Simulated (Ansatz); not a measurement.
`CC[N](C)[Ge]([CH3])([F])[O]C`, relaxed with RKS PBE0-D4/def2-TZVP in Ansatz from a PBE-D4/def2-SVP geometry. The force threshold is 0.005 eV/Å; the program also tests the step.

The species carries charge 0 and has multiplicity 1.

Start:

```xyz
23

C    -1.871    1.854    0.575
C    -0.372    1.751    0.843
N     0.191    0.418    0.639
C     1.499    0.245    1.258
Ge   -0.006   -0.516   -0.946
C     0.977    0.038   -2.530
F    -1.731   -0.509   -1.335
O     0.463   -2.206   -0.597
C    -0.222   -2.910    0.430
H    -2.428    1.121    1.193
H    -2.128    1.651   -0.483
H    -2.230    2.872    0.827
H    -0.183    2.016    1.910
H     0.175    2.534    0.251
H     2.266    0.985    0.911
H     1.422    0.355    2.364
H     1.891   -0.771    1.049
H     0.602    1.018   -2.881
H     0.841   -0.715   -3.329
H     2.053    0.124   -2.289
H    -1.278   -3.127    0.152
H     0.300   -3.876    0.593
H    -0.234   -2.351    1.394
```

Problem. By how much does the energy fall, and how many steps does the optimiser take? (An estimate is asked.)

Solution. Computed: 12.57 kJ/mol, in 15 steps.

Problem. Which bonds change most? (Estimate.)

Solution. Computed: N3–Ge5 from 1.850 to 1.820 Å; Ge5–O8 from 1.788 to 1.763 Å; Ge5–F7 from 1.768 to 1.745 Å; C2–H14 from 1.123 to 1.104 Å.

Problem. Give the relaxed structure. (Best estimate.)

Solution. Ansatz gave: 
```xyz
23

C    -1.623    2.043    0.201
C    -0.310    1.757    0.898
N     0.180    0.406    0.716
C     1.392    0.156    1.464
Ge   -0.085   -0.547   -0.812
C     0.559    0.117   -2.504
F    -1.808   -0.779   -0.967
O     0.609   -2.148   -0.558
C     0.045   -3.011    0.408
H    -2.400    1.346    0.517
H    -1.536    1.971   -0.887
H    -1.948    3.060    0.431
H    -0.440    1.920    1.978
H     0.446    2.493    0.574
H     2.190    0.877    1.228
H     1.195    0.229    2.541
H     1.775   -0.845    1.259
H     0.158    1.113   -2.697
H     0.245   -0.558   -3.300
H     1.648    0.169   -2.485
H    -0.993   -3.260    0.168
H     0.633   -3.932    0.414
H     0.070   -2.577    1.414
```
